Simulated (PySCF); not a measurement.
**Static response to an electric field**

Species: C₂H₆FNSi.
Structure used (GFN2-xTB), in Å, numbered top down from 1:
```xyz
11
C2H6FNSi angstrom
F      0.835    0.799    1.376
C      1.599    0.348    0.336
C      0.793   -0.310   -0.755
N     -0.433   -0.484   -0.836
Si    -1.865   -0.163    0.065
H      2.138    1.212   -0.072
H      2.319   -0.370    0.748
H      1.436   -0.665   -1.567
H     -1.808    0.523    1.355
H     -2.619    0.631   -0.904
H     -2.390   -1.518    0.228
```

Level: PBE0/def2-SVPD (PySCF), static field, nuclei fixed, core orbitals frozen in the response. The polarisability tensor in these axes (au):

```
x   79.63  1.90 -2.69
y    1.90 50.47  3.05
z   -2.69  3.05 55.05
```

**Question.** What are the eigenvalues, a third of the trace, and Δα (Δα² = ½Σ(αi − αj)² over the three pairs)?

**Answer.** Principal values 48.66, 56.48 and 80.01 au; mean 61.72 au = 9.15 Å³ = 10.18 × 10⁻⁴⁰ C²·m²/J; Δα = 28.26 au (46 % of the mean).

**Question.** What is the dipole moment, and where does it point?

**Answer.** (2.30, 0.12, -0.27) D, 2.31 D in size, pointing from the negative to the positive side. Measured along this direction, the outermost atoms are H11 and H10 at the negative end and H7 and H6 at the positive end.

**Question.** Find the Langevin capture rate constant for NO+ (29.998 u) meeting this molecule (91.025 u), k = 2.342 × 10⁻⁹ cm³/s × √(α in Å³ / reduced mass in u).

**Answer.** The reduced mass is 22.56 u, so k = 1.49 × 10⁻⁹ cm³/s. The formula leaves out the permanent dipole, which adds to the capture rate.

**Question.** Orientational against electronic polarisability at 298 K (dilute gas, rigid molecules)?

**Answer.** In Gaussian units μ²/3kT = 43.39 Å³ against 9.15 Å³, a ratio of 4.74; the Debye molar polarisation (4π/3)N_A(α + μ²/3kT) is 132.5 cm³/mol, leaving out the vibrational part.

**Question.** What molar refraction does this α imply?

**Answer.** Lorentz–Lorenz: R = (4π/3)N_A α = 2.5225 cm³/(mol·Å³) × 9.15 Å³ = 23.1 cm³/mol, in the limit of long wavelengths.

**Question.** What would n − 1 = 2πNα be for an ideal gas of these molecules at 350 K and 1 atm, electronic part alone?

**Answer.** N = p/kT = 2.0968 × 10¹⁹ cm⁻³, so n − 1 = 2π × N × 9.15 × 10⁻²⁴ cm³ = 1205 × 10⁻⁶ at long wavelengths, for an ideal gas.

Isolated species at its GFN2-xTB geometry (one conformer only).
